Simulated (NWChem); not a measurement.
System: chlorotrifluoromethane (CClF$_{3}$); SMILES FC(Cl)(F)F

```xyz
5

F     -0.8280    -0.9203    -0.8070
C      0.0000     0.0000    -0.3533
F      1.2110    -0.2569    -0.8070
F     -0.3830     1.1772    -0.8070
Cl     0.0000     0.0000     1.4063
```
Atoms are numbered in this order, from 1.

Computed with NWChem. Pople sets run with spherical d functions. Coordinates come from a PBE0/def2-SVP optimisation.

**Question.** Order these by “highest occupied level (eV)”, lowest first: B3LYP/6-31+G*; B3LYP/STO-3G; B3LYP/6-31G*.

**Answer.** B3LYP/6-31+G* (-9.83), B3LYP/6-31G* (-9.47), B3LYP/STO-3G (-6.87)
